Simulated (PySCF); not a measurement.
# How methods differ on the ionisation energy of Ar²⁺

Ar²⁺ [Ne] 3s2 3p4 (3P) → Ar³⁺ [Ne] 3s2 3p3 (4S), as a difference of total energies. All numbers are calculated (PySCF 2.14, the spin-free X2C one-electron Hamiltonian (Gaussian nucleus), in x2c-TZVPPall with one added diffuse shell each of s, p, d type (6s6p4d1f, 51 functions)). Correlated levels: valence and next inner shell: 1s2 frozen. The calculations carry no spin-orbit coupling.

```tsv
method	ionisation energy (eV)	plus first-order spin-orbit estimate	difference from reference of that sum (eV)
UHF	39.373	39.437	-1.298
MP2 (valence and next inner shell)	40.195	40.260	-0.475
SCS-MP2 (valence and next inner shell)	40.270	40.335	-0.400
CCSD (valence and next inner shell)	40.304	40.369	-0.366
CCSD(T) (valence and next inner shell)	40.331	40.396	-0.339
```

Reference: 40.735 ± 0.012 eV (semi-empirical (NIST evaluation); NIST Atomic Spectra Database, ionization energies).

A first-order spin-orbit estimate (lowest level to lowest level, LS coupling) adds 0.065 eV.

Errors of the correlated levels include the incompleteness of this basis and the frozen core.
